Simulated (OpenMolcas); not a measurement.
# What dynamic correlation does to the levels of P²⁺

- Program: OpenMolcas
- Basis: ANO-RCC-VQZP [6s5p3d2f1g]
- Scalar Hamiltonian: DKH2, point nucleus
- Active space: 3 electrons in 9 orbitals (RAS2 3s 3p; RAS3 3d, at most 2 electrons)
- State averaging: 2S+1 = 4 odd, 1 root; 2S+1 = 2 odd, 11 roots; 2S+1 = 4 even, 3 roots; 2S+1 = 2 even, 9 roots
- Spin-orbit coupling: RASSI with atomic mean-field integrals over the reference wave functions, term energies averaged over their components

Methods on the same reference wave functions:
A. RASSCF
B. SS-RASPT2, IPEA 0.25 Eh, imaginary shift 0.1 Eh (closed shells correlated: 2s 2p)
C. MS-RASPT2, IPEA 0.25 Eh, imaginary shift 0.1 Eh (closed shells correlated: 2s 2p)

Energies in cm⁻¹ above 3s² 3p ²P°_1/2, the measured ground level; measured values from Martin, Zalubas and Musgrove, J. Phys. Chem. Ref. Data 14, 751 (1985).

| Level | A | B | C | Measured |
| --- | --- | --- | --- | --- |
| 3s² 3p ²P°_1/2 | 0.0 | 0.0 | 0.0 | 0.0 |
| 3s² 3p ²P°_3/2 | 480 | 480 | 482 | 559 |
| 3s 3p² ⁴P_1/2 | 53570 | 56000 | 56050 | 56922 |
| 3s 3p² ⁴P_3/2 | 53741 | 56170 | 56220 | 57126 |
| 3s 3p² ⁴P_5/2 | 54021 | 56450 | 56500 | 57454 |
| 3s 3p² ²D_3/2 | 74718 | 74480 | 74530 |  |
| 3s 3p² ²D_5/2 | 74731 | 74490 | 74540 |  |
| 3s 3p² ²S_1/2 | 102916 | 100440 | 100490 | 100200 |
| 3s 3p² ²P_1/2 | 111846 | 110040 | 110080 | 109037 |

Deviations, from unrounded energies. A percentage is the sum of absolute deviations over the sum of measured energies, with the sign that they share, or ± where signs differ.

```json
{"Against measurement": "mean absolute deviation (cm-1)", "Levels": "6", "A": "2600", "B": "700", "C": "690"}
{"Against measurement": "fine structure of the ground term (%)", "Levels": "1", "A": "-14.2", "B": "-14.2", "C": "-13.8"}
{"Against measurement": "other configurations (%)", "Levels": "5", "A": "±4.1", "B": "±1.1", "C": "±1.1"}
```

B, C lie about equally close to measurement and A furthest from it. The largest miss of C in the table is 3s 3p² ²P_1/2, by +1000 cm-1. The ranking rests on the paired levels alone, and a cruder setting can come out closer through cancelling errors.

Between B and C the level of the table that moves most is 3s 3p² ²D_3/2, by 45 cm-1 (lowest in B, highest in C). Moves below CASPT2's spread within the term are not significant.

The lowest spin-free term lies below A's lowest term by 0.054 hartree in B, 0.054 hartree in C.

CASPT2 does not keep the components of a term degenerate, so their means are used; among the terms shown or strongly mixed into the levels shown the widest spread is 13 cm-1 (3s 3p² ²D, C). Active for correlation alone: 3d; no level in the range computed is led by a configuration that fills it, so any true level of that kind is missing. Some terms mix strongly with configurations of 3d, whose occupation reaches 0.21 (3s 3p² ²D). Measured partners are found by configuration, term and J. A level has none where our copy of the source lacks it or the pairing is in doubt (some pairs that miss far off the trend of their configuration count as doubtful), and it then counts in no deviation. Only configurations of the active space appear. Levels that lie high or do not pair safely by name in every column are left out.

° marks odd parity.
